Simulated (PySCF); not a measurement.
Order these species by their calculated properties.

Each SMILES stands for a single optimised conformer of the isolated species, non-relativistic unless stated; the electronic structure was computed with PySCF and density fitting.

The conformers computed, where there is a choice (atom-mapped SMILES and torsion angles):
- `[CH3:1][O:2][CH2:3][C@H:4]([CH3:5])[SiH3:6]`: C1–O2–C3–C4 179°, O2–C3–C4–C5 72°
- `[CH3:1][O:2][GeH2:3][O:4][CH3:5]`: C1–O2–Ge3–O4 57°, O2–Ge3–O4–C5 -153°
- `[CH3:1][B:2]([CH3:3])[SiH2:4][B:5]([F:6])[F:7]`: C1–B2–Si4–B5 92°, B2–Si4–B5–F6 -84°
- `[CH3:1][C:2]([CH3:3])([CH3:4])[SiH2:5][OH:6]`: C1–C2–Si5–O6 -61°, H–O6–Si5–C2 -77°
- `[CH3:1][CH2:2][SiH:3]([CH2:4][CH3:5])[CH2:6][CH3:7]`: C1–C2–Si3–C4 -58°, C2–Si3–C4–C5 -178°, C2–Si3–C6–C7 -56°

The conformers of `CC1=CC(=O)CC(C)(C)C1`, `C[C@@]12C=C[C@@](CO)(CC1)C2` and `C=C1C[C@@H](C)[C@@H](C(C)=O)C1` aren't listed.

(1) Rank by lowest triplet excitation (Tamm–Dancoff), highest first (TDA CAM-B3LYP/def2-SVPD at PBE0-D3(BJ)/def2-SVP geometries).
A. `C1C(=O)C=C(C)CC1(C)C`
B. `C[C@@]12C=C[C@@](CO)(CC1)C2`
C. `CB(C)[SiH2]B(F)F`
D. `CC(=O)[C@@H]1[C@H](C)CC(=C)C1`
E. `[SiH3]B([SiH3])[SiH3]`
F. `C[O][GeH2][O]C`
G. `COC[C@H](C)[SiH3]`

(2) Give the two extremes of that set in kJ/mol.

(3) Rank by smallest rotational constant, lowest first (PBE0-D3(BJ)/def2-SVP).
A. `[SiH3]B([SiH3])[SiH3]`
B. `COC[C@H](C)[SiH3]`
C. `CC[SiH](CC)CC`
D. `C[O][GeH2][O]C`
E. `Clc1nsc(Cl)n1`
F. `CC(C)(C)[SiH2]O`
G. `FB([SiH2]B(C)C)F`

(4) Rank by HOMO–LUMO gap, highest first (CAM-B3LYP/def2-SVPD at PBE0-D3(BJ)/def2-SVP geometries).
A. `[SiH3]B([SiH3])[SiH3]`
B. `s1c(nc(Cl)n1)Cl`
C. `[O]([GeH2][O]C)C`
D. `C[C@@]12C=C[C@@](CO)(CC1)C2`

(5) Rank by static isotropic polarisability, highest first (CAM-B3LYP/def2-SVPD at PBE0-D3(BJ)/def2-SVP geometries).
A. `C[O][GeH2][O]C`
B. `CC1=CC(=O)CC(C)(C)C1`
C. `C[C@@]12C=C[C@@](CO)(CC1)C2`
D. `C=C1C[C@@H](C)[C@@H](C(C)=O)C1`
E. `Clc1nsc(Cl)n1`

(6) By how much do the two ends of that ranking differ?

(7) Rank by vertical ionisation energy, highest first (ΔSCF CAM-B3LYP/def2-SVPD at PBE0-D3(BJ)/def2-SVP geometries).
A. `COC[C@H](C)[SiH3]`
B. `B([SiH2]B(F)F)(C)C`
C. `C[O][GeH2][O]C`
D. `C[C@@]12C=C[C@@](CO)(CC1)C2`

(8) Rank by electronic spatial extent ⟨r²⟩ about the centre of nuclear charge, lowest first (CAM-B3LYP/def2-SVPD at PBE0-D3(BJ)/def2-SVP geometries).
A. `C[O][GeH2][O]C`
B. `ClC1=NSC(Cl)=N1`
C. `COC[C@H](C)[SiH3]`
D. `[SiH3]B([SiH3])[SiH3]`
E. `CB(C)[SiH2]B(F)F`

## Answers

(1) G (7.03 eV), F (6.68 eV), B (4.05 eV), D (3.91 eV), C (3.79 eV), A (3.43 eV), E (2.64 eV).

(2) `[SiH3]B([SiH3])[SiH3]`: 255 kJ/mol; `COC[C@H](C)[SiH3]`: 678 kJ/mol.

(3) E (0.729 GHz), C (0.934 GHz), G (1.072 GHz), A (1.243 GHz), B (1.429 GHz), D (1.709 GHz), F (1.858 GHz).

(4) C (10.42 eV), D (9.53 eV), B (8.32 eV), A (7.33 eV).

(5) B (108.4 au), D (106.5 au), C (103.1 au), E (81.1 au), A (63.6 au).

(6) By 44.8 au, between `CC1=CC(=O)CC(C)(C)C1` and `C[O][GeH2][O]C`.

(7) C (10.19 eV), A (9.84 eV), B (9.73 eV), D (8.97 eV).

(8) A (748 bohr²), C (946 bohr²), D (998 bohr²), E (1191 bohr²), B (1345 bohr²).
